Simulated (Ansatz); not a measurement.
The lowest singlet and triplet of F2Ge (SMILES [F][Ge][F]); geometries from B3LYP-D3(BJ)/def2-TZVP, each state relaxed from the structure named, with no frequency check.
Singlet at the triplet's geometry (charge 0, multiplicity 1):
```xyz
3

F     -1.474    -0.611     0.000
Ge     0.000     0.343     0.000
F      1.475    -0.608     0.000
```

A positive gap puts the triplet lower; no zero-point energy. R- takes a restricted singlet. The triplet is unrestricted in single-reference levels. Active spaces average the two states.

Frozen-core correlation. Filled d and f shells under p-block atoms count as core.

Codes used: Ansatz (a program for electronic structure). Each number belongs to the level named beside it.

R-PBE/def2-TZVPP gives -77.14 kcal/mol for the gap E(singlet) − E(triplet), vertical, at the triplet's geometry.

Predict the shift from PBE, with its sign, for: R-r2SCAN/def2-TZVPP, R-B3LYP/def2-TZVPP, R-wB97M-V/def2-TZVPP, R-B2PLYP/def2-TZVPP, R-MP2/cc-pVQZ, R-CCSD(T)/cc-pVQZ, SC-NEVPT2 on SA-CASSCF(2,2)/cc-pVQZ, FIC-MRCISD+Q on SA-CASSCF(2,2)/cc-pVQZ.

R-r2SCAN/def2-TZVPP 4.98; R-B3LYP/def2-TZVPP -2.87; R-wB97M-V/def2-TZVPP -3.27; R-B2PLYP/def2-TZVPP -1.12; R-MP2/cc-pVQZ 3.61; R-CCSD(T)/cc-pVQZ 2.02; SC-NEVPT2 on SA-CASSCF(2,2)/cc-pVQZ 3.31; FIC-MRCISD+Q on SA-CASSCF(2,2)/cc-pVQZ 2.26 kcal/mol. 5 of 8 lie above PBE; the widest gap is to R-r2SCAN/def2-TZVPP.
